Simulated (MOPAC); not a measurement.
MOPAC input (PM7):

```
PM7 FORCE THERMO(298,298) PRECISE LET CHARGE=1 GEO-OK AUX(PRECISION=9) THREADS=1
CAuO

Au    0.00000000 1    0.00000000 1   -0.43522747 1
O     0.00000000 1    0.00000000 1    2.77029110 1
C    -0.00000000 1   -0.00000000 1    1.63850071 1
```

Q: Which zero-point energy does it print?

A: 4.07 kcal/mol, from the harmonic wavenumbers of PM7.
